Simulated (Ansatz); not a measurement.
Consider the formal exchange of groups at a B–Si bond: `BB[SiH](O)C=N` + `F[SiH3]` → `BB[SiH2]F` + `N=C[SiH2]O`.

Calculated with Ansatz (gas phase, PBE0-D4/def2-TZVP geometries, no zero-point term in ΔE). CCSD(T)/CBS adds triple-zeta CCSD(T) − MP2 to the extrapolated MP2 energy (def2 sets, frozen cores). This one scheme is used for every species. Functionals use def2-TZVPP. B3LYP here is the variant with VWN-RPA as its local correlation; programs differ in this. One conformer a species, not always the lowest.

```tsv
level	ΔE (kcal/mol)	difference from CCSD(T)/CBS
PBE-D4	0.5	0.2
PBE0-D4	0.3	0.0
ωB97X-V	-0.1	-0.4
PBE	0.1	-0.2
B3LYP	-0.3	-0.6
MP2/def2-TZVPP	0.8	0.5
HF/def2-QZVPP	-0.6	-0.9
MP2/def2-QZVPP	0.7	0.4
MP2/CBS(def2)	0.6	0.3
CCSD/CBS(def2)	0.0	-0.3
CCSD(T)/CBS	0.3	0
```

Largest T1 diagnostic among the species: 0.014.

In def2-TZVPP, CCSD(T) changes the Hartree–Fock value by +1.1 kcal/mol (the triples alone add +0.3 kcal/mol) and MP2 by +1.4 kcal/mol.
